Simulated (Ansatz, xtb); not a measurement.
MgNSSe+: which of two structures lies lower

Structure I is a singlet given by its coordinates and structure II is a singlet given by its coordinates. Both are isolated ions in the gas phase, relaxed with PBE0-D3(BJ)/def2-SVP.

I (Å):

```xyz
4

Mg   -1.0331    0.6612    1.6714
N    -0.6101   -0.1931    3.5081
S    -0.5482   -1.6284    3.0214
Se   -0.9378   -1.7178    0.8233
```

Close contacts (Å): Mg1–N2 2.07, Mg1–S3 2.70, Mg1–Se4 2.53, N2–S3 1.52, S3–Se4 2.23.

II (Å):

```xyz
4

Mg   -0.6353   -0.6995    0.2802
N     0.3591    0.2396    1.8154
S     0.7612    0.5871   -1.2269
Se    1.3361    1.1402    0.8185
```

Close contacts (Å): Mg1–N2 2.06, Mg1–S3 2.42, Mg1–Se4 2.75, N2–Se4 1.66, S3–Se4 2.20.

Energies in hartree; the thermal terms are from PBE0-D3(BJ)/def2-SVP harmonic frequencies (ideal gas, rigid rotor, one conformer each, 600 K, 1 atm) and include the zero-point energy:

|  | I | II |
| --- | --- | --- |
| E, CCSD(T)/def2-TZVPP | −3052.089142 | −3052.077868 |
| zero-point energy | 0.006656 | 0.006291 |
| H(600 K) − E | 0.020703 | 0.020397 |
| G(600 K) − E | −0.061907 | −0.062015 |

Work out ΔE, ΔE₀, ΔH and ΔG for I → II in kcal/mol (1 Eh = 627.51 kcal/mol) and the equilibrium ratio [II]/[I].

1. ΔE = −3052.077868 − (−3052.089142) = +0.011274 Eh = +7.07 kcal/mol.
2. ΔE₀ = ΔE + ΔZPE = +0.011274 + (−0.000365) Eh = +6.85 kcal/mol.
3. ΔH = ΔE + (−0.000306) Eh = +6.88 kcal/mol.
4. ΔG = ΔE + (−0.000108) Eh = +7.01 kcal/mol, so ΔS = (ΔH − ΔG)/T = −0.9 J/(mol K).
5. kT = 1.9001 mEh, so K = [II]/[I] = exp(−ΔG/kT) = exp(−5.88) ≈ 0.0028.

Structure I is favoured at this temperature. An error of 1 kcal/mol in ΔG would change K by a factor of 2.3. Large T1 diagnostics make the coupled-cluster value less sure. Mirror images and further conformers aren't counted.

Other levels gave ΔE = +14.8 (GFN2-xTB); +22.9 (HF/STO-3G, GFN2-xTB geometries); +4.9 (r2SCAN-D4/def2-SVP, GFN2-xTB geometries); +5.0 (PBE0-D3(BJ)/def2-SVP); +12.0 (HF/def2-TZVPP); +6.0 (MP2/def2-TZVPP) kcal/mol. The correlated steps freeze 16 core orbitals; the filled d shell of Se is correlated; the last core shell of Mg is correlated, in a basis made for valence electrons. Programs: Ansatz 0.2.0, xtb 6.7.1.
